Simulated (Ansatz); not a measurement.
Reaction (hydrogenolysis of a C–Se bond): `COC(F)[SeH]` + H₂ → `COCF` + H₂Se

Isolated molecules relaxed with PBE0-D4/def2-TZVP in Ansatz; ΔE leaves out vibrations. CBS: MP2 limit from def2 TZ/QZ plus the TZ coupled-cluster correction, frozen cores. This one scheme is used for every species. Functionals use def2-TZVPP. B3LYP here is the variant with VWN-RPA as its local correlation; programs differ in this. For Se outer-core shells are correlated without core-valence functions, which leaves a few kJ/mol of doubt a bond. Scalar relativity is left out up to krypton. Each species was taken in one conformer, which may not be the lowest.

```csv
level,ΔE (kJ/mol),difference from CCSD(T)/CBS
PBE-D4,-63.8,7.9
r2SCAN-D4,-67.3,4.4
B3LYP-D4,-71.6,0.1
ωB97M-V,-72.2,-0.5
B2PLYP,-76.9,-5.2
PBE0,-78.2,-6.5
CCSD(T)/def2-TZVPP,-73.4,-1.7
HF/def2-QZVPP,-103.8,-32.1
MP2/def2-QZVPP,-66.4,5.3
CCSD/CBS(def2),-78.7,-7.0
CCSD(T)/CBS,-71.7,0
```

Largest T1 diagnostic among the species: 0.011.

From PBE to PBE0 (25 % exact exchange), in def2-TZVPP and without D4, ΔE moves by −8.2 kJ/mol. In def2-TZVPP, CCSD(T) changes the Hartree–Fock value by +30.0 kJ/mol (the triples alone add +6.9 kJ/mol) and MP2 by +36.3 kJ/mol.
